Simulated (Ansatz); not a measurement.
Two isomers of C3H10Si2: A = `[SiH3]CC1C[SiH2]1`, B = `C1C[SiH2][SiH2]C1`.

Calculated with Ansatz (gas phase, PBE0-D4/def2-TZVP geometries, no zero-point term in ΔE). CCSD(T)/CBS is the MP2 limit (def2-TZVPP, def2-QZVPP) plus CCSD(T) − MP2 in def2-TZVPP, frozen cores. DFT in def2-TZVPP. B3LYP here is the variant with VWN-RPA as its local correlation; programs differ in this. Each species was taken in one conformer, which may not be the lowest.

(1) Which is lower in electronic energy at CCSD(T)/CBS, and by how much? (Best estimate.)

(2) Give E(B) − E(A) in kcal/mol with B2PLYP, CCSD(T)/def2-TZVPP, r2SCAN-D4, PBE0-D4, MP2/def2-TZVPP, ωB97M-V, B3LYP. (Best estimate.)

Largest T1 diagnostic: 0.011.

## Answers

(1) Computed: B, by 32.9 kcal/mol.

(2) Computed: B2PLYP -31.4, CCSD(T)/def2-TZVPP -32.6, r2SCAN-D4 -32.5, PBE0-D4 -34.7, MP2/def2-TZVPP -31.5, ωB97M-V -31.7, B3LYP -31.0. None reverses the order clearly.

The D4 term adds −1.2 kcal/mol with B3LYP and −0.6 kcal/mol with PBE0; it sums over pairs of atoms, weighted by their polarisabilities, and B3LYP, whose exchange is more repulsive, gets the larger term. From PBE to PBE0 (25 % exact exchange), in def2-TZVPP and without D4, E(B) − E(A) moves by −1.5 kcal/mol.
